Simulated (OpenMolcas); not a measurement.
**OpenMolcas timings: CH3BNO− (SMILES N#C[BH2-]O)**

CH3BNO− has 7 atoms, charge -1, and is taken as a singlet. SMILES: `N#C[BH2-]O`. Geometry: relaxed at GFN2-xTB. This is one conformer, not always the lowest.

```xyz
7

N     0.2561   -1.9682    1.2399
C     0.2584   -0.9326    0.7229
B     0.2632    0.4511   -0.0318
O    -1.1042    0.7485   -0.5981
H     1.1131    0.3604   -0.9279
H     0.5508    1.3340    0.7501
H    -1.3376    0.0067   -1.1551
```

Program: OpenMolcas 26.06. Hardware: 1 thread of Intel Xeon 6975P-C (Granite Rapids), shared host, so times are rough. Two-electron integrals are exact unless an approximation is named.

Task: Estimate their order by wall time, quickest first.
A. gradient at PBE0/6-31G, grid UltraFine
B. gradient at HF/STO-3G
C. gradient at HF/def2-SVP

Result: B (1.2 s), C (3.6 s), A (9.3 s).
